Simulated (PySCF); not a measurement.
## L and K shells in `C[SiH2]P1C=C1`

Species: C3H7PSi.
Cartesian coordinates in Å at the GFN2-xTB level; atoms count from 1:
```
atom  x, y, z in Å
C1    -2.288   -0.100   -0.091
Si2   -0.567   -0.255    0.688
P3     0.920    0.537   -0.822
C4     2.350    0.924    0.285
C5     2.473   -0.268   -0.219
H6    -3.053   -0.467    0.585
H7    -2.521    0.933   -0.330
H8    -2.356   -0.673   -1.012
H9    -0.512    0.500    1.951
H10   -0.295   -1.660    1.035
H11    2.780    1.675    0.907
H12    3.072   -1.147   -0.284
```

Theory: delta-SCF UKS SCAN, pcX-2 on the ionised atom, pcseg-1 elsewhere, spin-free X2C in PySCF. Binding energies are ΔSCF values: E(core-ionised, relaxed orbitals) − E(ground state) at a fixed geometry, referred to the vacuum level. 2p3/2 and 2p1/2 are the ΔSCF energy of one spin-free 2p hole plus the eigenvalues of a spin–orbit and ligand-field matrix of the shell. The splitting includes the ligand field, and 2p3/2 is the mean of two sublevels.

```json
{"atom": "Si2", "mean of the 2p shell (eV)": "106.168", "splitting (eV)": "0.623"}
{"atom": "P3", "mean of the 2p shell (eV)": "136.264", "splitting (eV)": "0.891"}
```

Q: Where do the two lines of each doublet lie?

A: 2p3/2 = mean − splitting/3 and 2p1/2 = mean + 2 × splitting/3:

| atom | environment | 2p3/2 (eV) | 2p1/2 (eV) |
| --- | --- | --- | --- |
| Si2 | SiH2 silicon | 105.96 | 106.58 |
| P3 | three-coordinate phosphorus | 135.97 | 136.86 |

Q: What are the 1s binding energies of the same atoms?

A: Si2 1845.66 eV; P3 2149.54 eV.

Q: Which Kα1 and Kα2 emission energies and wavelengths follow?

A: The photon carries the difference of the 1s-hole and 2p-hole states, both at the ground state's geometry; λ = 12398.42 eV Å/E.

```
atom  Kα1 (eV)  Kα2 (eV)  λ(Kα1) (Å)  λ(Kα2) (Å)
 Si2   1739.70   1739.08      7.1268      7.1293
  P3   2013.57   2012.68      6.1574      6.1602
```

2p1/2 minus 2p3/2 by element: Si (Z = 14) 0.62 eV, P (Z = 15) 0.89 eV.

Q: And the 1s levels of the other atoms?

A: C1 (Si-methyl carbon) 289.95 eV; C4/C5 (alkene CH carbon) 290.65 eV.

Atoms equivalent by their bonding share one computed value, that of the first of them. The unrestricted hole states depart most from a pure doublet (⟨S²⟩ = 0.75; over 0.85 named) for C 1s of C4/C5 (0.86), which makes this value less certain. Isolated species at its GFN2-xTB geometry (one conformer only).
